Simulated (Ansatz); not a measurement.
Reaction (atomization): `C=N[Si](N)(N)F` → C• + F• + 6 H• + 3 N• + Si•

Gas-phase electronic energies from Ansatz, PBE0-D4/def2-TZVP geometries. CCSD(T)/CBS is the MP2 limit (def2-TZVPP, def2-QZVPP) plus CCSD(T) − MP2 in def2-TZVPP, frozen cores. This one scheme is used for every species, atoms too. DFT in def2-TZVPP. Open shells (•) are unrestricted, without spin–orbit coupling. Spin–orbit coupling would lower the free atoms: a little for C, F, Si. Each species was taken in one conformer, which may not be the lowest.

CCSD(T)/CBS gives +4697.4 kJ/mol.

(1) Another level gave +4714.7 kJ/mol. Which?
A. ωB97X-V/def2-TZVPP
B. CCSD/def2-TZVPP
C. PBE0-D4/def2-TZVPP
D. SCS-MP2/def2-TZVPP

Largest T1 diagnostic among the species: 0.012.

Results:

(1) A. ωB97X-V 4714.7, PBE0-D4 4676.7, CCSD/def2-TZVPP 4453.9, SCS-MP2/def2-TZVPP 4630.3 kJ/mol.

In def2-TZVPP, CCSD(T) changes the Hartree–Fock value by +1323.0 kJ/mol (the triples alone add +80.2 kJ/mol) and MP2 by +1422.1 kJ/mol; breaking electron pairs costs correlation energy, which Hartree–Fock lacks. The D4 term adds +42.5 kJ/mol with B3LYP and +22.3 kJ/mol with PBE0; it sums over pairs of atoms, weighted by their polarisabilities, and B3LYP, whose exchange is more repulsive, gets the larger term. From PBE to PBE0 (25 % exact exchange), in def2-TZVPP and without D4, ΔE moves by −118.6 kJ/mol: exact exchange takes away binding that semilocal exchange gives to molecules.

B3LYP here is the variant with VWN-RPA as its local correlation; programs differ in this.

For atomizations the MP2-based limit and the directly extrapolated one differ by several kJ/mol either way, and by 10 to 25 for some Ge, Se and Sn compounds, so smaller differences from it don't rank the levels.
